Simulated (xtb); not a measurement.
I₃Sb, triplet, at the geometry of the source list (a higher spin typed on purpose: for a closed-shell molecule this is an excited state); GFN0-xTB in xtb.

xtb was given this input:
```
$ xtb mol.xyz --gfn 0 --uhf 2 --etemp 1000 --json

# file mol.xyz
4

Sb     0.00070000     0.00200000     0.99470000
I     -1.87070000    -1.50500000    -0.33200000
I     -0.36780000     2.37070000    -0.33110000
I      2.23790000    -0.86770000    -0.33160000
```

### Question
Write the output that xtb gives for this input, abridged.

### Answer

```
   ID    Z sym.   atoms
    1   51 Sb     1
    2   53 I      2-4

           -------------------------------------------------
          |                Calculation Setup                |
           -------------------------------------------------

           -------------------------------------------------
          |                 G F N 0 - x T B                 |
           -------------------------------------------------

          ...................................................
          :                      SETUP                      :
          :.................................................:
          :  # basis functions                  40          :
          :  # atomic orbitals                  36          :
          :  # shells                           12          :
          :  # electrons                        26          :
          :  electronic temp.         1000.0000000     K    :
          :  accuracy                    1.0000000          :
          :  -> integral cutoff          0.2500000E+02      :
          :  -> integral neglect         0.1000000E-07      :
          ...................................................

         :::::::::::::::::::::::::::::::::::::::::::::::::::::
         ::                     SUMMARY                     ::
         :::::::::::::::::::::::::::::::::::::::::::::::::::::
         :: total energy             -13.099423825246 Eh    ::
         :: gradient norm              0.057245027390 Eh/a0 ::
         :: HOMO-LUMO gap              0.012643282036 eV    ::
         ::.................................................::
         :: H0 energy                -13.071052336569 Eh    ::
         :: repulsion energy           0.017963253165 Eh    ::
         :: electrostat energy        -0.044639766822 Eh    ::
         :: -> Gsolv                   0.000000000000 Eh    ::
         ::    -> Gsasa                0.000000000000 Eh    ::
         ::    -> Gshift               0.000000000000 Eh    ::
         :: dispersion energy         -0.001694975020 Eh    ::
         :: short-range corr.          0.000000000000 Eh    ::
         :: add. restraining           0.000000000000 Eh    ::
         :: total charge               0.000000000000 e     ::
         :::::::::::::::::::::::::::::::::::::::::::::::::::::

           -------------------------------------------------
          |                Property Printout                |
           -------------------------------------------------

    * Orbital Energies and Occupations

         #    Occupation            Energy/Eh            Energy/eV
      -------------------------------------------------------------
         1        2.0000           -0.7030511             -19.1310
         2        2.0000           -0.6570093             -17.8781
         3        2.0000           -0.6570016             -17.8779
         4        2.0000           -0.6444130             -17.5354
         5        2.0000           -0.4678805             -12.7317
         6        2.0000           -0.4678193             -12.7300
         7        2.0000           -0.4550772             -12.3833
         8        1.9931           -0.4339214             -11.8076
         9        1.9931           -0.4339110             -11.8073
        10        1.8446           -0.4235447             -11.5252
        11        1.8445           -0.4235426             -11.5252
        12        1.8276           -0.4231504             -11.5145
        13        1.4971           -0.4181458             -11.3783
        14        0.5122           -0.2641711              -7.1885 (HOMO)
        15        0.4756           -0.2637064              -7.1758 (LUMO)
        16        0.0122           -0.2501096              -6.8058
        17                         -0.0640699              -1.7434
        18                         -0.0640506              -1.7429
        19                         -0.0627407              -1.7073
        20                         -0.0513504              -1.3973
        21                         -0.0512980              -1.3959
        22                         -0.0407453              -1.1087
        23                         -0.0397491              -1.0816
        24                         -0.0397355              -1.0813
        25                         -0.0318677              -0.8672
       ...                                ...                  ...
        36                          1.4746386              40.1270
      -------------------------------------------------------------
                  HL-Gap            0.0004646 Eh            0.0126 eV
             Fermi-level            0.0000000 Eh            0.0000 eV

     #   Z          covCN         q      C6AA      α(0)
     1  51 Sb       2.639     0.433   390.842    37.247
     2  53 I        0.933    -0.144   381.071    33.720
     3  53 I        0.934    -0.144   381.084    33.720
     4  53 I        0.934    -0.144   381.077    33.720

 Mol. C6AA /au·bohr⁶  :       6128.879740
 Mol. C8AA /au·bohr⁸  :     586132.229532
 Mol. α(0) /au        :        138.406785

Wiberg/Mayer (AO) data.
largest (>0.10) Wiberg bond orders for each atom

 ---------------------------------------------------------------------------
     #   Z sym  total        # sym  WBO       # sym  WBO       # sym  WBO
 ---------------------------------------------------------------------------
     1  51 Sb   2.960 --     3 I    0.993     4 I    0.986     2 I    0.981
     2  53 I    1.155 --     1 Sb   0.981
     3  53 I    1.167 --     1 Sb   0.993
     4  53 I    1.160 --     1 Sb   0.986
 ---------------------------------------------------------------------------

Topologies differ in total number of bonds
Writing topology from bond orders to xtbtopo.mol

 dipole moment from electron density (au)
     X       Y       Z
   0.0141   0.0442   1.7033  total (Debye):    4.331

           -------------------------------------------------
          | TOTAL ENERGY              -13.099423825246 Eh   |
          | GRADIENT NORM               0.057245027390 Eh/α |
          | HOMO-LUMO GAP               0.012643282036 eV   |
           -------------------------------------------------

normal termination of xtb
```
